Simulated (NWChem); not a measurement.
Species: CH$_{4}$FGaO$_{2}$; SMILES [F][Ga]([O]C)[OH]

```xyz
9

Ga     0.0135     0.3554     0.0001
F      1.0595     1.7505    -0.0005
O     -1.7415     0.5825     0.0002
H     -2.0037     1.5096    -0.0006
O      0.7625    -1.2349     0.0013
C      0.0491    -2.4450    -0.0010
H      0.3143    -3.0360    -0.8947
H      0.3198    -3.0420     0.8870
H     -1.0477    -2.3131     0.0029
```
Atoms are numbered in this order, from 1.

All runs: NWChem. Medium grid unless said otherwise, to which SCAN and Minnesota functionals are sensitive. Coordinates come from a PBE0/def2-SVP optimisation. Total energies of different functionals are on different scales.

```tsv
level	energy (Ha)	highest occupied level (eV)	orbital gap (eV)	dipole (D)
B3LYP/def2-SVP	-2215.3142	-7.86	6.45	1.83
PBE/def2-SVP	-2214.6656	-6.51	4.49	1.78
OLYP/def2-SVP	-2215.7237	-6.41	4.56	1.76
PBE0/def2-SVP	-2214.7103	-8.15	7.08	1.84
TPSSh/def2-SVP	-2215.2464	-7.29	5.82	1.82
r2SCAN0/def2-SVP	-2215.0505	-8.42	7.56	1.88
B97-2/def2-SVP	-2215.6628	-7.88	6.77	1.84
```
